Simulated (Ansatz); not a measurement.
Reaction (ligand exchange at the Si–S bond): `C=CS[SiH2]C` + `S[SiH2]Cl` → `C[SiH2]S[SiH2]Cl` + `C=CS`

Computed with Ansatz on PBE0-D4/def2-TZVP structures; ΔE is electronic, products minus reactants. CCSD(T)/CBS is the MP2 limit (def2-TZVPP, def2-QZVPP) plus CCSD(T) − MP2 in def2-TZVPP, frozen cores. This one scheme is used for every species. Functionals use def2-TZVPP. One conformer a species, not always the lowest.

`C=CS[SiH2]C`:

Cartesian coordinates in Å:
```
C -2.885 0.502 -1.125
C -1.856 0.389 -0.296
S -0.581 -0.806 -0.501
Si 1.050 0.245 0.405
C 2.447 -0.970 0.614
H -2.973 -0.106 -2.018
H -3.678 1.211 -0.918
H -1.787 1.008 0.594
H 0.579 0.784 1.711
H 1.468 1.397 -0.438
H 3.311 -0.477 1.067
H 2.756 -1.375 -0.352
H 2.147 -1.801 1.256
```

`S[SiH2]Cl`:

Z-matrix (Å, degrees):
```
Si
Cl 1 2.054
S 1 2.120 2 112.9
H 1 1.478 2 108.5 3 -116.6
H 1 1.479 2 106.5 3 122.3
H 3 1.344 1 94.3 2 70.4
```

`C[SiH2]S[SiH2]Cl`:

Z-matrix (Å, degrees):
```
C
Si 1 1.861
H 1 1.092 2 110.6
H 1 1.092 2 110.5 3 -119.9
H 1 1.093 2 110.4 3 120.1
S 2 2.151 1 111.6 3 60.7
H 2 1.484 1 111.5 3 179.5
H 2 1.491 1 110.7 3 -59.0
Si 6 2.121 2 94.3 1 -94.5
Cl 9 2.050 6 108.2 2 165.3
H 9 1.483 6 110.9 2 47.0
H 9 1.480 6 111.7 2 -76.3
```

`C=CS`:

Cartesian coordinates in Å:
```
C 0.059 -0.454 1.046
C 0.192 0.166 -0.120
S -0.988 0.066 -1.410
H -0.802 -1.069 1.280
H 0.825 -0.356 1.805
H 1.062 0.776 -0.330
H -0.348 0.870 -2.270
```

```json
{"level": "PBE-D4", "ΔE (kcal/mol)": "-1.5", "difference from CCSD(T)/CBS": "0.0"}
{"level": "PBE", "ΔE (kcal/mol)": "-1.0", "difference from CCSD(T)/CBS": "0.5"}
{"level": "r2SCAN", "ΔE (kcal/mol)": "-1.5", "difference from CCSD(T)/CBS": "0.0"}
{"level": "PBE0", "ΔE (kcal/mol)": "-1.2", "difference from CCSD(T)/CBS": "0.3"}
{"level": "MP2/def2-TZVPP", "ΔE (kcal/mol)": "-1.4", "difference from CCSD(T)/CBS": "0.1"}
{"level": "SCS-MP2/def2-TZVPP", "ΔE (kcal/mol)": "-1.1", "difference from CCSD(T)/CBS": "0.4"}
{"level": "CCSD/def2-TZVPP", "ΔE (kcal/mol)": "-1.1", "difference from CCSD(T)/CBS": "0.4"}
{"level": "CCSD(T)/def2-TZVPP", "ΔE (kcal/mol)": "-1.2", "difference from CCSD(T)/CBS": "0.3"}
{"level": "MP2/def2-QZVPP", "ΔE (kcal/mol)": "-1.6", "difference from CCSD(T)/CBS": "-0.1"}
{"level": "MP2/CBS(def2)", "ΔE (kcal/mol)": "-1.7", "difference from CCSD(T)/CBS": "-0.2"}
{"level": "CCSD(T)/CBS", "ΔE (kcal/mol)": "-1.5", "difference from CCSD(T)/CBS": "0"}
```

Largest T1 diagnostic among the species: 0.012.

In def2-TZVPP, CCSD(T) changes the Hartree–Fock value by −0.8 kcal/mol (the triples alone add −0.1 kcal/mol) and MP2 by −1.0 kcal/mol. The D4 term adds −0.8 kcal/mol with B3LYP and −0.5 kcal/mol with PBE0; it sums over pairs of atoms, weighted by their polarisabilities, and B3LYP, whose exchange is more repulsive, gets the larger term.

B3LYP here is the variant with VWN-RPA as its local correlation; programs differ in this.
